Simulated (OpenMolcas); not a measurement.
## Re4+: effect of the metal basis

Re4+ with 6 ligands (fluoride) in octahedral coordination (Oh) at 1.94 Å. A charge of +0.333 e stands 2.4 Å behind each ligand.

* Program: OpenMolcas 26.06
* Method: CASSCF
* Spin-orbit coupling: state interaction with AMFI integrals over the reference wave functions

Fixed: ligand basis ANO-RCC-VDZP, active space 3 electrons in 5 orbitals (5d), DKH2 Hamiltonian.

States (labels of O, the rotations of Oh). Energies in cm-1 above the lowest state or level, χT in cm3 K/mol; 10Dq and B are least-squares fits to the states below 45000 cm-1, weighted by degeneracy, with a free offset, and given where the rms deviation is under 5 % of |10Dq| (or 100 cm-1) and under 700 cm-1.

| Run | Metal basis | Ground state | First state of that spin | 10Dq | B (rms of fit) | First gap with spin-orbit (degeneracies) | χT at 300 K | First state of another spin | Cost |
| --- | --- | --- | --- | --- | --- | --- | --- | --- | --- |
| A | ANO-RCC-VDZP | 4A2 | 4T2 35510 | 35514 | 709 (8) | 13380 (4, 4) | 1.432 | 2E 14246 | roughly 30 core-seconds |
| B | ANO-RCC-VTZP | 4A2 | 4T2 35261 | 35248 | 721 (10) | 13675 (4, 4) | 1.451 | 2E 14541 | roughly 60 core-seconds |

Against A, |10Dq| changes by -0.7 % in B.

Costs are those of the RASSCF and RASSI steps.

Without dynamic correlation the repulsion within the d shell is too large (B by tens of per cent), so at a given field states of lower spin stand too high. With metal d orbitals alone the field can be off either way by tens of per cent. Ligand-to-metal charge-transfer states are missing. With no ligand orbital active B as a rule stays too high, so bands that hang on it stand too high and its fall with covalency is understated. The least metal-like active orbital is 76 % on the metal (Löwdin) and no ligand orbital is active, so the numbers are rough (holds for A). The least metal-like active orbital is 77 % on the metal (Löwdin) and no ligand orbital is active, so the numbers are rough (holds for B). No measured value stands beside these numbers; the geometry is a model, was not optimised and need not be the one that this ion takes.
